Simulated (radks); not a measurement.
Species: Ag. Configuration: [Kr] 4d9 5p2 (not the ground configuration).

All-electron calculation, Dirac Kohn-Sham, LDA (Slater exchange, Perdew-Wang correlation), spin-unpolarised, spherical densities, finite nucleus; open shells fill j = l - 1/2 first; Fermi nuclear charge, rms radius 4.5454 fm. Program: a radial shooting solver on a logarithmic mesh with Libxc functionals.

Energy parts (hartree):
| part | energy |
|---|---|
| total | -5311.75429 |
| kinetic | 5557.22235 |
| electron-nucleus | -12874.88476 |
| Hartree | 2150.02976 |
| exchange-correlation | -144.12165 |

Orbitals (lengths in bohr, moments of r in powers of bohr; r(90%) holds 90 % of the orbital's charge):
orbital,occ.,eigenvalue (hartree),r(90%)
1s1/2,2,-929.3969,0.0559
2s1/2,2,-137.0764,0.209
2p1/2,2,-127.4842,0.187
2p3/2,4,-121.0510,0.194
3s1/2,2,-25.33720,0.544
3p1/2,2,-21.51617,0.544
3p3/2,4,-20.38064,0.559
3d3/2,4,-13.58820,0.545
3d5/2,6,-13.35925,0.550
4s1/2,2,-3.75605,1.32
4p1/2,2,-2.54591,1.44
4p3/2,4,-2.35443,1.49
4d3/2,4,-0.52413,2.11
4d5/2,5,-0.50168,2.15
5p1/2,2,-0.10928,5.92
5p3/2,0,-0.10014,6.16

The highest occupied level is 5p1/2 at -2.974 eV. Summed over all electrons, <r^2> = 65.23 bohr^2, which gives a Langevin (diamagnetic) susceptibility term of -51.7 x 10^-6 cm^3/mol. The electron density at the nucleus is 1.451e+05 e/bohr^3. The density falls to 0.001 e/bohr^3 at r = 4.92 bohr.
